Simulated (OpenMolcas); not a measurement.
An atom or ion with 24 electrons was computed by MS-CASPT2, IPEA 0.25 Eh, imaginary shift 0.1 Eh with spin-orbit coupling (OpenMolcas, ANO-RCC-VTZP, DKH2). The lowest levels that the run gave, each within 12 % of the measured value where one is at hand:

```json
{"J": "4", "Parity": "even", "E (cm⁻¹)": "0.0", "g": "1.500"}
{"J": "3", "Parity": "even", "E (cm⁻¹)": "1105", "g": "1.501"}
{"J": "2", "Parity": "even", "E (cm⁻¹)": "1842", "g": "1.501"}
{"J": "1", "Parity": "even", "E (cm⁻¹)": "2310", "g": "1.501"}
{"J": "0", "Parity": "even", "E (cm⁻¹)": "2540", "g": ""}
{"J": "2", "Parity": "even", "E (cm⁻¹)": "29890", "g": "1.499"}
{"J": "6", "Parity": "even", "E (cm⁻¹)": "31360", "g": "1.166"}
{"J": "5", "Parity": "even", "E (cm⁻¹)": "31810", "g": "1.040"}
{"J": "4", "Parity": "even", "E (cm⁻¹)": "32010", "g": "0.858"}
{"J": "1", "Parity": "even", "E (cm⁻¹)": "33210", "g": "1.498"}
{"J": "4", "Parity": "even", "E (cm⁻¹)": "33570", "g": "1.186"}
{"J": "3", "Parity": "even", "E (cm⁻¹)": "34060", "g": "1.067"}
```

Question: Which ion is it, and what are the configurations and terms?

Answer: Cu5+ (Z = 29, charge +5; active space 6 electrons in 10 orbitals (3d 4d)). J, parity and g give the terms where levels are pure, and mixed ones are named by the computed weights; the size of the splittings, set against known spectra of the 24-electron sequence, gives the charge. In order, with the measured energies in cm⁻¹ (Sugar and Musgrove, J. Phys. Chem. Ref. Data 19, 527 (1990)): 3d⁶ ⁵D₄, 3d⁶ ⁵D₃ (1196), 3d⁶ ⁵D₂ (1987), 3d⁶ ⁵D₁ (2490), 3d⁶ ⁵D₀ (2733), 3d⁶ ³P₂(1) (29285), 3d⁶ ³H₆ (30418), 3d⁶ ³H₅ (31009), 3d⁶ ³H₄ (31288), 3d⁶ ³P₁(1) (32685), 3d⁶ ³F₄(1) (32756), 3d⁶ ³F₃(1) (33296).

CASPT2 breaks the degeneracy within a term, and the mean is taken; among the terms shown or strongly mixed into the levels shown the widest spread is 140 cm-1 (3d⁶ ³H). Active for correlation alone: 4d; no level in the range computed is led by a configuration that fills it, so any true level of that kind is missing. Measured partners are found by configuration, term and J. A level has none where our copy of the source lacks it or the pairing is in doubt (some pairs that miss far off the trend of their configuration count as doubtful), and it then counts in no deviation. Only configurations of the active space appear.

A number in round brackets counts repeated terms of one configuration in the order of the reference energies.
